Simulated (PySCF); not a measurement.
# SMILES C=CS[SiH2]N[SiH3], C₂H₉NSSi₂

Molfile (atoms numbered from 1):
```
C2H9NSSi2
     RDKit          3D

 15 14  0  0  0  0  0  0  0  0999 V2000
   -1.6812    1.2237   -0.7879 C   0  0  0  0  0  0  0  0  0  0  0  0
   -2.4737    0.2841   -0.2658 C   0  0  0  0  0  0  0  0  0  0  0  0
   -2.0227   -1.2475    0.4914 S   0  0  0  0  0  0  0  0  0  0  0  0
   -0.0162   -0.9106    1.1933 Si  0  0  0  0  0  4  0  0  0  0  0  0
    1.1700   -0.7455   -0.0623 N   0  0  0  0  0  0  0  0  0  0  0  0
    2.4025    0.4724   -0.2655 Si  0  0  0  0  0  4  0  0  0  0  0  0
   -2.1202    2.1316   -1.2084 H   0  0  0  0  0  0  0  0  0  0  0  0
   -0.5947    1.1204   -0.8266 H   0  0  0  0  0  0  0  0  0  0  0  0
   -3.5618    0.4110   -0.2796 H   0  0  0  0  0  0  0  0  0  0  0  0
    0.1888   -2.1324    2.0259 H   0  0  0  0  0  0  0  0  0  0  0  0
    0.0488    0.3352    2.0063 H   0  0  0  0  0  0  0  0  0  0  0  0
    1.1653   -1.4908   -0.7561 H   0  0  0  0  0  0  0  0  0  0  0  0
    2.1933    1.4937    0.8009 H   0  0  0  0  0  0  0  0  0  0  0  0
    3.7817   -0.0939   -0.1436 H   0  0  0  0  0  0  0  0  0  0  0  0
    2.3013    1.1236   -1.6093 H   0  0  0  0  0  0  0  0  0  0  0  0
  1  2  2  0
  2  3  1  0
  3  4  1  0
  4  5  1  0
  5  6  1  0
  1  7  1  0
  1  8  1  0
  2  9  1  0
  4 10  1  0
  4 11  1  0
  5 12  1  0
  6 13  1  0
  6 14  1  0
  6 15  1  0
M  END
```

Computed, not measured: PySCF 2.14.0, GIAO PW91/6-311G** magnetisability, rotational g tensor and spin-rotation constants, non-relativistic, gas phase. Geometry: PBE0-D3(BJ)/def2-SVP.

Give the nuclear spin-rotation constants along the inertial axes (H = +C I·J) beside the isotropic shieldings.

Rotational constants 3.0645, 1.0356, 0.8254 GHz. A star marks the isotopologue with that one atom substituted, in its own axes.
| atom | isotope | Caa (kHz) | Cbb (kHz) | Ccc (kHz) | mean (kHz) | σ (ppm) |
| --- | --- | --- | --- | --- | --- | --- |
| N5 | 14N | 0.140 | 0.048 | 0.023 | 0.070 | 236.0 |
| H7 | 1H | -0.271 | 0.076 | -0.090 | -0.095 | 26.3 |
| H8 | 1H | 0.242 | -0.081 | -0.095 | 0.022 | 25.7 |
| H9 | 1H | 0.251 | -0.086 | -0.085 | 0.027 | 25.1 |
| H10 | 1H | -0.263 | 0.056 | -0.067 | -0.091 | 25.9 |
| H11 | 1H | -0.250 | -0.072 | 0.029 | -0.098 | 26.0 |
| H12 | 1H | -0.385 | -0.138 | 0.004 | -0.173 | 32.0 |
| H13 | 1H | -0.257 | -0.092 | 0.041 | -0.103 | 26.5 |
| H14 | 1H | 0.018 | -0.054 | -0.062 | -0.032 | 26.4 |
| H15 | 1H | -0.264 | 0.018 | -0.043 | -0.096 | 26.4 |
| C1 | 13C* | 1.099 | 0.396 | 0.125 | 0.540 | 65.5 |
| C2 | 13C* | 1.275 | 0.418 | 0.142 | 0.612 | 43.8 |
| S3 | 33S* | 0.958 | 0.223 | 0.211 | 0.464 | 489.7 |
| Si4 | 29Si* | -1.831 | -0.713 | -0.498 | -1.014 | 352.1 |
| Si6 | 29Si* | -1.710 | -0.602 | -0.501 | -0.938 | 388.9 |

For the geometry as given, no vibrational averaging.
